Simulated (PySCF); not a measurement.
F6Se.

```xyz
7

F      0.0000    -1.7169     0.0000
Se     0.0000     0.0000     0.0000
F      1.7169     0.0000     0.0000
F      0.0000     0.0000     1.7169
F     -1.7169     0.0000     0.0000
F      0.0000     0.0000    -1.7169
F      0.0000     1.7169     0.0000
```
Charge 0, spin multiplicity 1.

Geometry: B3LYP-D3(BJ)/def2-SVP.

Level of theory: PBE0/pcSseg-1 in PySCF. Non-relativistic, no solvent.

Computed absolute GIAO shielding of each atom: isotropic value and principal components (ppm):
```
atom  σ(iso)     σ11     σ22     σ33   span
----  ------  ------  ------  ------  -----
F1      59.3   -97.8   -97.8   373.6  471.4
Se2   1001.4  1001.4  1001.4  1001.4    0.0
F3      59.3   -97.8   -97.8   373.6  471.4
F4      59.3   -97.8   -97.8   373.6  471.4
F5      59.3   -97.8   -97.8   373.6  471.4
F6      59.3   -97.8   -97.8   373.6  471.4
F7      59.3   -97.8   -97.8   373.6  471.4
```
